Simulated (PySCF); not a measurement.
Si2H4O2

The system: Si2H4O2, a small molecule; neutral, singlet. The structure was relaxed in the gas phase by PBE0-D3(BJ)/def2-SVP. No frequency run checks that it is a minimum.

SMILES: O1[SiH2]O[SiH2]1

Coordinates in Å:
```
O1     -0.037    0.229    1.168
Si2    -1.063   -0.554    0.068
O3      0.050   -0.240   -1.175
Si4     1.075    0.546   -0.074
H5     -2.370    0.129   -0.121
H6     -1.250   -2.002    0.348
H7      1.255    1.994   -0.355
H8      2.386   -0.131    0.113
```

Shieldings: GIAO PBE0/pcSseg-2. Shifts are against computed references at the same level: H TMS (σ 31.24 ppm), Si TMS (σ 341.3 ppm). Core levels by delta-SCF with SCAN, pcX-2 on the ionised atom and pcseg-1 elsewhere, spin-free X2C (2p3/2 is the spin-free 2p value less a third of a first-order spin-orbit splitting); from the vacuum level, for chosen atoms.

Give the NMR and core-level values of the distinct atoms.


```csv
atoms,bonded to,σ (ppm),δ (ppm),core level (eV)
O1 O3,2 Si,211.9,-,1s 537.95
Si2 Si4,2 O + 2 H,335.1,6.2,2p3/2 108.48
H5 H6 H7 H8,1 Si,25.57,5.68,-
```

Values are those of this one static structure; atoms that internal rotation interchanges would show their mean in an NMR spectrum.

By CAM-B3LYP/def2-SVPD (TDDFT singlets, Tamm-Dancoff triplets, ionisation by delta-SCF), where does absorption start, and what does vertical ionisation take?

The first singlet with intensity lies at 7.53 eV (f 0.007); what lies below it is dark. The lowest singlet lies at 6.71 eV (f 0.000), the strongest of the first 6 at 7.79 eV (f 0.039), the lowest triplet at 6.35 eV; vertical ionisation takes 11.05 eV.
